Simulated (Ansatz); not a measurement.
Input file for Ansatz (a program for electronic structure): U-CCSD(T)/def2-TZVPP on BH2I (SMILES BI), a point of a bond scan (R = 4.862 Å). Elements past Kr take the def2 small-core potentials; no spin–orbit coupling. The run froze 10 orbitals, filled d shells among them.

Ansatz 0.2 input:
```yaml
crystal:
  periodic: [false, false, false]
  atoms:
    - {symbol: B, position_ang: [-1.00687273, -1.52824232, 0.26334221]}
    - {symbol: H, position_ang: [-0.62513249, -2.30507998, 1.06916428]}
    - {symbol: H, position_ang: [-1.98651595, -1.65890826, -0.38610151]}
    - {symbol: I, position_ang: [1.64074262, 2.49033688, -0.42912751]}
basis:
  gaussian:
    orbitals: def2-TZVPP
correlation: {method: ccsd_t, electrons: outside_noble_gas}
scf: {omitted_lower_state_checks: [cluster_reference]}
magnetization: {spin_polarized: true, initial_magnetization: 0}
```

Output:

```
WARN ansatz: RAYON_NUM_THREADS=2 ignored (pool sized by the plan → 2); use --threads N
Functional definition: HF
these checks for a lower state are left out or cut short: cluster_reference
integrals: 0.22 GiB planned
818 factors; integrals over basis functions are off by at most 1.2e-3 eV
mean field: 0.28 GiB planned
mean field evaluation 1: about -8768.1179 eV, gradient 1.4e1 eV
mean field evaluation 2: about -8768.1167 eV, gradient 1.4e1 eV
mean field evaluation 4: about -8769.8022 eV, gradient 6.1e0 eV
mean field evaluation 8: about -8770.7806 eV, gradient 5.1e-1 eV
mean field evaluation 16: about -8770.7900 eV, gradient 7.4e-3 eV
mean field evaluation 32: about -8770.7923 eV, gradient 2.3e-1 eV
mean field evaluation 64: about -8773.4614 eV, gradient 4.5e-1 eV
mean field evaluation 96: about -8773.4696 eV, gradient 1.3e-1 eV
mean field evaluation 128: about -8773.4961 eV, gradient 6.9e-2 eV
mean field evaluation 160: about -8773.4956 eV, gradient 6.5e-2 eV
mean field evaluation 192: about -8773.4929 eV, gradient 4.7e-1 eV
mean field evaluation 224: about -8773.4929 eV, gradient 7.0e-1 eV
mean field evaluation 256: about -8770.7900 eV, gradient 6.3e-5 eV
mean field -8773.49652060 eV, -322.4200502423 hartree, gradient 1.9e-8 eV, S^2 1.008681; 20 other end points of the search recorded, 0 dependent functions left out
10 core orbitals not correlated
reference -8773.49652060 eV, -322.4200502423 hartree; 6, 6 occupied and 93, 93 virtual orbitals, 818 factors
second order -5.33225026 eV of doubles, -0.00000000 eV of singles
coupled cluster: 0.54 GiB planned
cycle   1  -6.07529561 eV  change   -7.4e-1 eV  update   5.8e-2
cycle   2  -6.32044162 eV  change   -2.5e-1 eV  update   2.0e-2
cycle   3  -6.33327575 eV  change   -1.3e-2 eV  update   6.0e-3
cycle   4  -6.33325300 eV  change    2.3e-5 eV  update   2.2e-3
cycle   5  -6.33331366 eV  change   -6.1e-5 eV  update   1.3e-3
cycle   6  -6.33342974 eV  change   -1.2e-4 eV  update   5.9e-4
cycle   7  -6.33357332 eV  change   -1.4e-4 eV  update   3.8e-4
cycle   8  -6.33351840 eV  change    5.5e-5 eV  update   2.5e-4
cycle   9  -6.33347317 eV  change    4.5e-5 eV  update   1.7e-4
cycle  10  -6.33351395 eV  change   -4.1e-5 eV  update   1.3e-4
cycle  11  -6.33355890 eV  change   -4.5e-5 eV  update   8.6e-5
cycle  12  -6.33355174 eV  change    7.2e-6 eV  update   3.5e-5
cycle  13  -6.33353633 eV  change    1.5e-5 eV  update   1.4e-5
cycle  14  -6.33352586 eV  change    1.0e-5 eV  update   8.2e-6
coupled cluster: 0.54 GiB planned
perturbative correction -0.16271328 eV, -0.0059796029 hartree
WARN: the results are in doubt because among natural orbitals the method converges to other amplitudes
Total energy: -8779.99275974 eV, -322.6587826276 hartree
In doubt: among natural orbitals the method converges to other amplitudes
Checks for a lower state left out: cluster_reference
```

Self-consistency was reached. Its determinant has ⟨S²⟩ = 1.01, a mixture of spin states.

Warnings raised: other amplitudes.

Cost: roughly 28 core-seconds.
